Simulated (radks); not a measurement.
Spherical jellium clusters: N electrons in a uniform positive sphere of charge N and radius rs N^(1/3), rs = 4.58 bohr. Calculated with a radial shooting solver with Libxc functionals: non-relativistic Kohn-Sham, LDA (Slater exchange, Perdew-Wang correlation), spin-polarised, spherical densities. Levels are named by radial order and angular momentum (1s, 1p, 1d, 2s, ...), and open shells are averaged over m. Each electron was tried in the lowest free levels, single moves between levels near the top were tried too, and the lowest total energy was kept; such a search can miss a lower state. Energies include the self-energy of the background; IP and EA are vertical (highest electron removed, lowest free level filled), at fixed background; spill-out counts the electrons outside the background radius R, and alpha is the static dipole polarisability from linear response (closed shells only). A dash means not computed or, for alpha, an open shell; in EA it means that no bound solution was reached, which is typical of self-interaction and does not show that the anion is unstable. Real open-shell clusters deform, which this model forbids.

N	open shells	2S	E(N+1) + E(N-1) - 2E(N) (eV)	EA (eV)	-e(HOMO) (eV)	spill-out (e)
1	1s(up 1, down 0)	1	-	-	2.760	0.34
2	none	0	0.878	-	2.872	0.49
3	1p(up 1, down 0)	1	-0.549	-	2.025	0.76
4	1p(up 2, down 0)	2	-0.369	-	2.458	0.91
5	1p(up 3, down 0)	3	0.274	-	2.731	1.02
6	1p(up 3, down 1)	2	-0.301	-	2.490	1.15
7	1p(up 3, down 2)	1	-0.215	1.478	2.732	1.26
8	none	0	0.940	-	2.905	1.35
9	1d(up 1, down 0)	1	-0.220	-	2.022	1.50
10	1d(up 2, down 0)	2	-0.185	1.113	2.231	1.63
11	1d(up 3, down 0)	3	-0.156	1.292	2.399	1.73
12	1d(up 4, down 0)	4	-0.133	1.442	2.537	1.82
13	1d(up 5, down 0)	5	0.293	1.180	2.653	1.90
14	1d(up 5, down 1)	4	-0.144	1.347	2.380	2.00
15	1d(up 5, down 2)	3	-0.123	1.489	2.513	2.09
16	1d(up 5, down 3)	2	-0.106	1.610	2.625	2.17
17	1d(up 5, down 4)	1	-0.093	1.716	2.720	2.25
18	none	0	0.186	1.565	2.803	2.32
19	2s(up 1, down 0)	1	0.193	1.425	2.614	2.46
20	none	0	0.256	1.182	2.453	2.65
21	1f(up 1, down 0)	1	-0.099	1.291	2.221	2.73
22	1f(up 2, down 0)	2	-0.090	1.390	2.313	2.81
23	1f(up 3, down 0)	3	-0.082	1.479	2.395	2.88
24	1f(up 4, down 0)	4	-0.075	1.561	2.469	2.94
25	1f(up 5, down 0)	5	-0.069	1.635	2.536	3.00
26	1f(up 6, down 0)	6	-0.064	1.703	2.597	3.06
27	1f(up 7, down 0)	7	0.254	1.460	2.653	3.11
28	1f(up 7, down 1)	6	-0.073	1.542	2.407	3.18
29	1f(up 7, down 2)	5	-0.067	1.617	2.476	3.25
30	1f(up 7, down 3)	4	-0.062	1.685	2.539	3.31
31	1f(up 7, down 4)	3	-0.057	1.749	2.596	3.37
32	1f(up 7, down 5)	2	-0.053	1.807	2.649	3.43
33	1f(up 7, down 6)	1	-0.049	1.862	2.698	3.48
34	none	0	-	1.578	2.743	3.54

All shells are closed at N = 2, 8, 18, 20, 34 (there: 1s2 1p6 1d10 2s2 1f14); the second difference of the energy has clear peaks (12 % above both neighbours; the first and last values, which can be the largest, are not judged, and half-filled shells can peak too) at N = 5, 8, 13, 20, 27.
